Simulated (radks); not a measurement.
Q: Isoelectronic series with 12 electrons, all held in the configuration [Ne] 3s2, which need not be the ground one along the series. Calculated with a radial shooting solver on a logarithmic mesh with Libxc functionals: scalar-relativistic Kohn-Sham, PBE, spin-polarised, spherical densities, point nucleus. Total energies (hartree) and orbital eigenvalues (eV):

ion,E (hartree),3s,2p,2s,1s
Mg,-200.27984,-4.7055,-46.6138,-79.8455,-1259.651
Al+,-242.47297,-14.8105,-77.9919,-116.5026,-1519.633
Si2+,-288.96468,-28.5362,-116.9098,-160.8038,-1807.843
P3+,-339.74808,-45.6131,-163.0220,-212.3937,-2123.996
S4+,-394.82374,-65.9265,-216.1877,-271.1299,-2468.009
Cl5+,-454.19581,-89.4186,-276.3375,-336.9459,-2839.867
K7+,-585.85596,-145.8267,-417.4554,-489.7125,-3667.223
Ca8+,-658.16091,-178.7161,-498.3913,-576.6507,-4122.818
Sc9+,-734.79550,-214.7218,-586.2363,-670.6328,-4606.442
Ti10+,-815.77070,-253.8434,-680.9897,-771.6717,-5118.170
V11+,-901.09830,-296.0832,-782.6537,-879.7848,-5658.085
Cr12+,-990.79093,-341.4453,-891.2328,-994.9930,-6226.276

Estimate the row of Ar6+.

A: E (hartree) -517.87060; 3s -116.0578; 2p -343.4337; 2s -409.8108; 1s -3239.591.
